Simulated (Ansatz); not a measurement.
Relaxation of CH$_{3}$BFO (7 atoms, charge 0, multiplicity 2), to a largest force component of 0.015 eV/Å in at most 40 steps.

Theory: UKS PBE-D4/6-31G* (Ansatz 0.2.0).

```xyz
7
Properties=species:S:1:pos:R:3:forces:R:3
C -0.859 0.888 -0.119 -0.31 0.97 0.21
O -0.384 -0.330 -0.329 -0.52 -0.75 -0.56
B 0.778 -0.853 0.090 0.42 -0.74 -0.06
F 0.986 -2.114 -0.278 0.18 -0.46 -0.08
H -1.817 1.109 -0.550 -0.55 0.07 -0.26
H -0.302 1.607 0.455 0.38 0.37 0.34
H 1.598 -0.307 0.731 0.39 0.54 0.41
```

Q: Where does it end, and by what steps?

A: It converged. After 7 steps the energy has fallen by 0.086 eV; H7 moved furthest, 0.11 Å.

```
step  energy less start (eV)  largest force component (eV/Å)  accepted
   0                  0.0000                           0.968       yes
   1                 -0.0628                           0.541       yes
   2                 -0.0799                           0.145       yes
   3                 -0.0804                           0.216       yes
   4                 -0.0761                           0.408        no
   5                 -0.0846                           0.060       yes
   6                 -0.0863                           0.059       yes
   7                 -0.0864                           0.007       yes
```

```xyz
7
Properties=species:S:1:pos:R:3
C -0.882 0.872 -0.067
O -0.445 -0.386 -0.359
B 0.761 -0.874 0.071
F 1.051 -2.133 -0.259
H -1.797 1.175 -0.572
H -0.222 1.559 0.469
H 1.535 -0.213 0.717
```

The run took 25 s on 1 thread of Arm Neoverse V1 (shared host), peak memory 0.16 GiB.
